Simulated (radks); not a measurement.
The numbers below are computed, except where a source is named.
Question: Successive ionisation energies (eV) of one element, from differences of total energies of ions in their ground configurations, starting at charge 22: 657.38, 704.99, 753.79, 803.75, 854.86, 907.09, 960.43, 1014.9, 1070.4, 1127.0, 1412.5, 1467.6, 1523.3, 1579.6, 1636.4, 1693.8, 1751.8, 1810.4, 1869.5, 1929.1, 2210.8, 2270.7. Level of theory: scalar-relativistic Kohn-Sham, PBE, spin-unpolarised, spherical densities, point nucleus (a radial shooting solver on a logarithmic mesh with Libxc functionals). Which element is it?

Answer: Platinum (Z = 78). The first species listed is Pt22+ in [Kr] 4d10 4f10, the last Pt43+ in [Ar] 3d10 4s2 4p5.
